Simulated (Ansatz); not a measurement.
A CCSD(T) single point on CH8AlBOSi, SMILES `CB(O)[SiH2][AlH2]`.

```yaml
crystal:
  periodic: [false, false, false]
  atoms:
    - {symbol: C, position_ang: [-1.946060, 0.263134, -0.500651]}
    - {symbol: B, position_ang: [-0.651261, -0.605820, -0.628904]}
    - {symbol: O, position_ang: [-0.460388, -1.285812, -1.790697]}
    - {symbol: Si, position_ang: [0.739021, -0.691809, 0.864281]}
    - {symbol: Al, position_ang: [2.105772, 1.338810, 0.800989]}
    - {symbol: H, position_ang: [-1.732673, 1.268630, -0.124651]}
    - {symbol: H, position_ang: [-2.612620, -0.190378, 0.242813]}
    - {symbol: H, position_ang: [-2.493178, 0.342923, -1.443334]}
    - {symbol: H, position_ang: [0.330129, -1.831124, -1.801009]}
    - {symbol: H, position_ang: [1.602804, -1.904415, 0.700821]}
    - {symbol: H, position_ang: [0.064687, -0.791279, 2.193454]}
    - {symbol: H, position_ang: [3.513327, 1.363394, 0.060555]}
    - {symbol: H, position_ang: [1.560941, 2.689047, 1.441232]}
basis:
  gaussian: {orbitals: def2-SVP}
correlation: {method: ccsd_t}
```

```sh
$ ansatz run in.yaml --threads 4 --pin off --events-out ev --progress --plain --max-ram 10444MiB
```

The program prints (abridged):

```
Functional definition: HF
1158 factors; integrals over basis functions are off by at most 1.5e-3 eV
mean field evaluation 1: about -18300.8657 eV, gradient 3.7e1 eV
mean field evaluation 2: about -18300.9242 eV, gradient 3.7e1 eV
mean field evaluation 4: about -18304.5420 eV, gradient 4.0e0 eV
mean field evaluation 8: about -18304.6131 eV, gradient 3.7e-4 eV
mean field -18304.61308250 eV, -672.6821234694 hartree, gradient 7.6e-6 eV, S^2 0.000000; 0 other end points of the search recorded, 0 dependent functions left out
13 core orbitals not correlated: weight in the atoms' cores, before any rotation towards them, 1.000 or more for the frozen orbitals, at most 0.000 for the correlated occupied ones
reference -18304.61308250 eV, -672.6821234694 hartree; 14, 14 occupied and 91, 91 virtual orbitals, 1158 factors
second order -15.77731196 eV of doubles, -0.00000000 eV of singles
cycle   1  -16.95114492 eV  change    -1.2e0 eV  update   1.1e-1
cycle   2  -17.48375313 eV  change   -5.3e-1 eV  update   3.3e-2
cycle   3  -17.59956378 eV  change   -1.2e-1 eV  update   1.8e-2
cycle   4  -17.59517219 eV  change    4.4e-3 eV  update   5.4e-3
cycle   5  -17.59299849 eV  change    2.2e-3 eV  update   2.2e-3
cycle   6  -17.59283455 eV  change    1.6e-4 eV  update   7.8e-4
cycle   7  -17.59259039 eV  change    2.4e-4 eV  update   3.2e-4
cycle   8  -17.59252340 eV  change    6.7e-5 eV  update   1.2e-4
cycle   9  -17.59256569 eV  change   -4.2e-5 eV  update   5.2e-5
cycle  10  -17.59257099 eV  change   -5.3e-6 eV  update   2.2e-5
perturbative correction -0.48201064 eV, -0.0177135644 hartree
Total energy: -18322.68766413 eV, -673.3463520931 hartree
```

Hardware: 4 threads of an Arm Neoverse V1 on a shared host. Wall time 6 s, peak host memory 0.59 GiB.

Correlation energy per correlated electron: -0.646 eV. T1 diagnostic: 0.0143.
